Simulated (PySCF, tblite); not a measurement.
Species: C5H15NSi3.
Cartesian coordinates in Å at the GFN2-xTB level; atoms count from 1:
```
atom  x, y, z in Å
C1    -3.453   -0.274   -0.356
C2    -2.270   -1.061   -0.934
C3    -1.330   -0.398    0.091
Si4    0.219    0.439   -0.625
N5     1.104    1.201    0.668
Si6    2.825    1.131    0.860
C7     3.316   -0.408   -0.143
Si8    1.945   -0.879   -1.392
C9    -2.488    0.520    0.535
H10   -4.019    0.316   -1.075
H11   -4.149   -0.893    0.209
H12   -2.041   -0.798   -1.966
H13   -2.352   -2.144   -0.866
H14   -1.062   -1.097    0.885
H15   -0.270    1.498   -1.538
H16    0.606    1.818    1.288
H17    3.116    1.010    2.293
H18    3.467    2.341    0.322
H19    4.268   -0.243   -0.643
H20    3.482   -1.238    0.542
H21    2.406   -0.545   -2.749
H22    1.752   -2.339   -1.385
H23   -2.368    1.556    0.222
H24   -2.716    0.505    1.599
```

Jobs on this species (24 atoms, 94 electrons) with PySCF (density fitting) and tblite. Hardware of each: one thread of an Arm Neoverse N1, no GPU, on a shared host. Other jobs ran on the host; a repeat could differ by tens of per cent or more.

| level and settings | work | basis functions | SCF cycles | wall time |
| --- | --- | --- | --- | --- |
| GFN2-xTB | L-BFGS relaxation | – | – | ? |
| GFN2-xTB | Hessian by finite differences | – | – | 2.8 s |
| PBE0/pcSseg-1 | shieldings, ring-centre shieldings, charges and field gradients | 249 | 13 | 1.9 min |

Q: Fill in the missing figures.

A: 
- GFN2-xTB; L-BFGS relaxation: 4.0 s

Q: What do all jobs in the table cost together?

A: About 2.0 min; the longest takes about 94 % of that, and about 41 times as long as the shortest.
